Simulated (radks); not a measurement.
Results of a calculation; reference values are marked as such.
Q: Ionisation of Ge2+, [Ar] 3d10 4s2, to Ge3+, [Ar] 3d10 4s1, under several functionals. Dirac Kohn-Sham, spin-unpolarised, spherical densities, finite nucleus; a radial shooting solver on a logarithmic mesh with Libxc functionals. Known Delta-SCF values: AM05 34.747 eV; PBE 34.791 eV; RPBE 34.569 eV. What does OLYP give, and what is its highest occupied eigenvalue?

A: 34.300 eV by Delta-SCF; the 4s1/2 eigenvalue is -28.846 eV. NIST: 34.058 eV (measured).

Beside tabulated values, note that spin-unpolarised runs miss the spin-polarisation part of the exchange energy of open shells.
